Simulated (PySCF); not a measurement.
Stretching BeIn⁺

Set-up: basis Be cc-pVDZ, In cc-pVDZ-PP with ECP28; scalar-relativistic core potentials; PySCF 2.14. Energies in eV from Be + In⁺ in their ground configurations at the same level. State: ¹Σ⁺ (singlet), closed shell.

| R (Å) | PBE0 | r²SCAN | BLYP |
| --- | --- | --- | --- |
| 2.592 | -0.4045 | -0.4903 | -0.3340 |
| 2.713 | -0.5051 | -0.5818 | -0.4405 |
| 2.833 | -0.5597 | -0.6280 | -0.5031 |
| 2.924 | -0.5787 | -0.6413 | -0.5290 |
| 3.014 | -0.5836 | -0.6411 | -0.5412 |
| 3.104 | -0.5780 | -0.6306 | -0.5430 |
| 3.225 | -0.5585 | -0.6054 | -0.5334 |
| 3.376 | -0.5217 | -0.5623 | -0.5082 |
| 3.557 | -0.4680 | -0.5023 | -0.4668 |
| 3.798 | -0.3927 | -0.4202 | -0.4046 |

Q: Put a parabola through the three lowest points of the PBE0 curve and estimate Re, k and ωe (reduced mass 8.357 u; 1 eV/Å² = 0.16022 mdyn/Å; ωe = 1302.8·√(k/μ) cm⁻¹).

A: Through R = 2.924, 3.014, 3.104 Å the second-order coefficient is 0.648 eV/Å², so Re ≈ 3.011 Å, k ≈ 0.208 mdyn/Å and ωe ≈ 205 cm⁻¹. A polynomial fit of higher order to the unrounded PBE0 energies gives Re = 3.007 Å, k = 0.212 mdyn/Å, ωe = 207 cm⁻¹; anharmonicity and rounding make the difference.

The higher-order fit for each curve: PBE0: Re = 3.007 Å, ωe = 207 cm⁻¹, De = 0.58 eV; r²SCAN: Re = 2.966 Å, ωe = 217 cm⁻¹, De = 0.64 eV; BLYP: Re = 3.077 Å, ωe = 185 cm⁻¹, De = 0.54 eV.

Closed-shell solutions of metal pairs were not tested for spin polarisation, which can lower them a little. Spin–orbit coupling is left out. For an ion De counts to the pair picked by the measured ionisation energies or electron affinities, which need not be the lowest pair at this level.
